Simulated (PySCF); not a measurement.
# [EuF3(NH3)]− at several levels of theory

Computed with PySCF 2.14.0 (density fitting, no spin-orbit coupling) at the geometry relaxed with PBE0:

```xyz
8
[EuF3(NH3)]− (singlet in the valence; each metal's 4f electrons, 7 of them, lie in its core potential, out of spins and levels)
Eu    0.1594   -0.1594    0.1594
F     1.1290    1.6101    1.1290
F    -1.6101   -1.1290    1.1290
F     1.1290   -1.1290   -1.6101
N    -1.4307    1.4307   -1.4307
H    -2.0284    2.0284   -0.8637
H    -0.8637    2.0284   -2.0284
H    -2.0284    0.8637   -2.0284
```

```csv
level,basis,state,HOMO (eV),gap (eV),charge on Eu1 (e),population of f-type functions on Eu1 (polarisation alone where 4f lies in the core),dipole about the centre of mass (D),largest force component (eV/Å)
PBE0,"Eu lcecp-0-SVP with ECP53, F def2-SVP, N def2-SVP, H def2-SVP",singlet,–,–,0.64,0.05,4.44,0.00
HF,the same,singlet,–,–,1.11,0.04,4.44,0.51
PBE0,"Eu lcecp-0-TZVP with ECP53, F def2-TZVP, N def2-TZVP, H def2-TZVP",singlet,–,–,1.12,0.06,4.19,0.28
```

In the lcecp rows the 4f levels are missing from HOMO and gap, and the state counts the valence alone.

Charges are Mulliken's, which hang on the basis. The relaxation used the grid (50, 194), these runs (75, 302) or, all-electron (x2c bases, spin-free X2C Hamiltonian), (99, 590).

**Question.** What does revPBE with Eu lcecp-0-SVP with ECP53, F def2-SVP, N def2-SVP, H def2-SVP give here?

**Answer.** state singlet, charge on Eu1 (e) 0.41, population of f-type functions on Eu1 (polarisation alone where 4f lies in the core) 0.05, dipole about the centre of mass (D) 4.39, largest force component (eV/Å) 0.25. Time: 5.9 s on 2 threads of Arm Neoverse V1, on a shared host, from an already converged density.

An lcecp potential fixes the number of 4f electrons, so in runs with it no electron can move into or out of that shell.
